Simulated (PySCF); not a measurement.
C₅H₅Cl. Atoms are numbered in the order given.

```xyz
11

C      3.3265     0.9828     0.2070
C      2.4650     0.1379     0.1082
C      1.4059    -0.8692     0.0043
C      0.0444    -0.3258     0.3686
C     -0.9897    -0.3486    -0.4718
Cl    -2.5672     0.2618    -0.0662
H      4.0924     1.7303     0.2904
H      1.3869    -1.2840    -1.0180
H      1.6546    -1.7134     0.6745
H     -0.0724     0.1060     1.3670
H     -0.9305    -0.7531    -1.4856
```

Geometry optimised at B3LYP-D3(BJ)/def2-SVP. The structure was generated by enumeration; whether it is a known compound was not checked. One conformer was computed; it need not be the lowest.

Method: TDA-PBE/def2-SVPD (PySCF 2.14.0).

Vertical excitations. 

Computed UV-visible absorptions:
```csv
state,energy (eV),λ (nm),f,main pairs
S1,5.36,231,0.005,HOMO−1→LUMO 90 %
S2,5.52,225,0.051,"HOMO−2→LUMO 75 %, HOMO→LUMO 13 %"
S3,6.03,206,0.079,"HOMO→LUMO+2 41 %, HOMO→LUMO+1 22 %, HOMO→LUMO 22 %, HOMO−2→LUMO 7 %"
S4,6.06,205,0.018,"HOMO→LUMO+1 73 %, HOMO→LUMO+2 20 %"
S5,6.24,199,0.002,HOMO→LUMO+3 87 %
S6,6.26,198,0.000,HOMO−3→LUMO 88 %
S7,6.38,194,0.007,HOMO−1→LUMO+1 88 %
S8,6.47,192,0.017,HOMO−2→LUMO+1 75 %
S9,6.60,188,0.146,"HOMO−2→LUMO+1 20 %, HOMO→LUMO 19 %, HOMO−1→LUMO+2 17 %, HOMO→LUMO+2 16 %"
S10,6.66,186,0.022,HOMO−1→LUMO+2 67 %
T1,4.11,302,0,HOMO→LUMO 93 %
T2,5.13,242,0,"HOMO−2→LUMO 54 %, HOMO−1→LUMO 13 %, HOMO−2→LUMO+2 11 %"
T3,5.25,236,0,HOMO−1→LUMO 81 %
T4,5.56,223,0,"HOMO−1→LUMO+3 47 %, HOMO−2→LUMO 23 %, HOMO−1→LUMO+1 9 %"
```
Triplets are in the Tamm–Dancoff approximation.
